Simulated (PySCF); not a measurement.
Species: C3H6BF2N.
InChI=1S/C3H6BF2N/c1-2(4-7)3(5)6/h3-4H,1,7H2

Torsions of this conformer, `[CH2:1]=[C:2]([BH:3][NH2:4])[CH:5]([F:6])[F:7]`: C1–C2–B3–N4 180°, C1–C2–C5–F6 -122°, H–N4–B3–C2 0°, H–N4–B3–C2 180°.

The closed-shell ground state was solved at several levels (PySCF, density fitting, gas phase, non-relativistic). Geometry: GFN2-xTB, one conformer, isolated molecule.

| level | basis functions | HOMO (eV) | LUMO (eV) | gap (eV) | dipole (D) |
| --- | --- | --- | --- | --- | --- |
| B3LYP/pcJ-1 | 249 | -7.75 | -1.21 | 6.54 | 0.70 |
| wB97X-D/def2-SVPD | 194 | -9.94 | 0.69 | 10.63 | 0.91 |

Estimate the row for PBE0/pcSseg-1, a basis of 149 functions; the other rows only guide the guess.

HOMO -8.02 eV, LUMO -1.03 eV, gap 6.99 eV, dipole 0.73 D.

Over all these levels, which gives the widest orbital gap and which the narrowest?

wB97X-D/def2-SVPD (range-separated hybrid) has the widest, 10.63 eV, and B3LYP/pcJ-1 (global hybrid, 20 % exact exchange) the narrowest, 6.54 eV. Functional and basis both differ between the two, so the spread mixes both effects.

How far do the dipole and the HOMO energy spread over the levels?

The dipole runs from 0.70 to 0.91 D (mean 0.78 D) and the HOMO from -9.94 to -7.75 eV.
